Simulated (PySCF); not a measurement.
C6H9GaO2.
SMILES: `[CH2](C=C)[Ga@@H-]1[O]C=CC=[O+]1`

Computed, not measured: PySCF 2.14.0, density-fitted response routines, TDDFT PBE0/def2-SVPD, vertical, gas phase, core orbitals frozen in the response. Geometry: PBE0-D3(BJ)/def2-SVP, one conformer, isolated molecule. The PBE0/def2-SVPD calculation is non-relativistic and has no spin–orbit coupling, an omission that weighs most on gallium. Torsions of this conformer, `[CH2:1]=[CH:2][CH2:3][Ga@@H-:4]1[O:5][CH:6]=[CH:7][CH:8]=[O+:9]1`: C1–C2–C3–Ga4 97°, C2–C3–Ga4–O5 38°.

Predict the UV-vis stick spectrum at this level.

```csv
state,E (eV),E (hartree),f,"main configurations (H = HOMO, L = LUMO)"
S1,3.36,0.1235,0.0032,H→L (100%)
S2,4.43,0.1627,0.0009,H-2→L (99%)
S3,4.72,0.1736,0.103,H-1→L (95%)
S4,5.58,0.2049,0.012,"H-4→L (60%), H-3→L (32%)"
S5,5.86,0.2153,0.029,"H-3→L (64%), H-4→L (31%)"
S6,5.96,0.2191,0.115,"H→L+1 (62%), H→L+3 (27%)"
S7,6.04,0.2219,0.024,H→L+2 (85%)
S8,6.27,0.2306,0.201,"H→L+3 (69%), H→L+1 (23%)"
S9,6.40,0.2350,0.042,H→L+4 (92%)
S10,6.55,0.2406,0.0013,H-5→L (99%)
```

Triplets, Tamm–Dancoff:

```csv
state,E (eV),λ (nm),"main configurations (H = HOMO, L = LUMO)"
T1,2.80,442.3,"H-1→L (52%), H→L (46%)"
T2,3.58,345.9,"H→L (53%), H-1→L (46%)"
T3,4.05,306.3,H-2→L (98%)
T4,4.05,306.0,H→L+1 (75%)
```

The lowest singlet lies at 3.36 eV (369 nm, ultraviolet) and is very weak; its leading configuration is HOMO→LUMO (100%). The most intense listed level is S8 at 6.27 eV (198 nm, f = 0.201), 2.91 eV above S1. Löwdin shares by element: HOMO carbon 65% or more, gallium 10% (atoms not listed hold the other 26%); LUMO carbon 51% or more, oxygen 32% (atoms not listed hold the other 18%). Of the 10 states listed, 7 reach f = 0.01 and none stays under 0.0005. Orbital energies (eV): HOMO-3 -8.83, HOMO-2 -8.42, HOMO-1 -7.49, HOMO -6.46, LUMO -2.12, LUMO+1 0.30, LUMO+2 0.50. Weighted by f, the mean energy of these states is 5.85 eV. No computed singlet lies in the visible range (380 to 750 nm); the lowest, at 369 nm, stands 0.10 eV above its violet end (3.26 eV); a Tamm–Dancoff triplet lies at 442 nm, without intensity as long as spin–orbit coupling is left out. The vertical ionisation energy (ΔSCF) is 8.19 eV, 1.64 eV above S10. Singlets were solved by full linear response, triplets in the Tamm–Dancoff approximation.
